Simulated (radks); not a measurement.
Initial-state core-level shifts of the strontium ion Sr+ when its valence configuration changes from [Kr] 5s1. Method: Dirac Kohn-Sham, BLYP, spin-unpolarised, spherical densities, point nucleus; open shells are shared between the two j in proportion to 2j + 1; computed with a radial shooting solver on a logarithmic mesh with Libxc functionals. Shifts are changes of the shell-averaged eigenvalues in eV (positive: less bound).

valence	1s	2p	3d	4s
5s0.5 5p0.5	-0.635	-0.634	-0.635	-0.615
5p1	-1.256	-1.255	-1.257	-1.216
4d1	+1.859	+2.016	+2.020	+1.944
4d0.5 5s0.5	+1.010	+1.094	+1.094	+1.045
